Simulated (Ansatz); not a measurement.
Ansatz (a program for electronic structure) input:

Ansatz 0.2 input:
```yaml
crystal:
  periodic: [false, false, false]
  atoms:
    - {symbol: Ge, position_ang: [0.62336813, 1.08019113, 0.18983970]}
    - {symbol: C, position_ang: [-0.39291352, -0.74283439, -0.11213957]}
    - {symbol: C, position_ang: [-0.62987351, -1.38702285, 1.25183909]}
    - {symbol: C, position_ang: [0.50266225, -1.65389991, -0.94848295]}
    - {symbol: C, position_ang: [-1.73107671, -0.56676017, -0.82226645]}
    - {symbol: H, position_ang: [0.36974257, 1.59372065, -1.33197103]}
    - {symbol: H, position_ang: [-0.69937607, 1.84565374, 0.74514246]}
    - {symbol: H, position_ang: [-1.11289486, -2.37558052, 1.15654445]}
    - {symbol: H, position_ang: [0.31013044, -1.52742380, 1.79375669]}
    - {symbol: H, position_ang: [-1.27678294, -0.76231171, 1.87464685]}
    - {symbol: H, position_ang: [1.47569394, -1.80208370, -0.47073257]}
    - {symbol: H, position_ang: [0.68560082, -1.22473879, -1.93792700]}
    - {symbol: H, position_ang: [0.04652684, -2.64879313, -1.09601234]}
    - {symbol: H, position_ang: [-1.59624886, -0.10678876, -1.80361231]}
    - {symbol: H, position_ang: [-2.39665469, 0.08182335, -0.24856155]}
    - {symbol: H, position_ang: [-2.24630831, -1.53648944, -0.96984472]}
basis:
  gaussian:
    orbitals: aug-cc-pVDZ
total_charge: -1
magnetization: {spin_polarized: false}
correlation: {method: ccsd_t, electrons: outside_noble_gas}
output: {forces: true}
```

Problem. Which total energy does the run end on?

Solution. -2234.04021 Eh (CCSD(T)/aug-cc-pVDZ). The basis has 227 functions. The run takes roughly 40 core-minutes.

It need not be the lowest isomer of its formula. Whether it binds its extra electron was not tested at this geometry.
